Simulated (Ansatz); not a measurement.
Ge(SiH3)2H2 (Si₂GeH₈). The state is a singlet with charge 0. Geometry PBE-D4/def2-SVP, basis def2-TZVP, Ansatz.

```tsv
run	HOMO (eV)	LUMO (eV)
A	-7.92	-0.16
B	-8.83	0.72
C	-7.14	-0.69
D	-6.89	-0.97
E	-7.29	-0.92
F	-8.08	-0.01
```

**Question.** The runs used B97M-V, BHLYP, PBE, PBE0, r2SCAN, r2SCAN0. Estimate which is which.

**Answer.** A PBE0 (25 % exact exchange); B BHLYP (50 % exact exchange); C r2SCAN (0 % exact exchange); D PBE (0 % exact exchange); E B97M-V (0 % exact exchange); F r2SCAN0 (25 % exact exchange). Exact exchange lowers occupied and raises empty levels; among semilocal functionals meta-GGAs tend to open the gap a little, and such runs are hard to tell apart. The gap grows from 5.92 eV (PBE) to 9.55 eV (BHLYP).
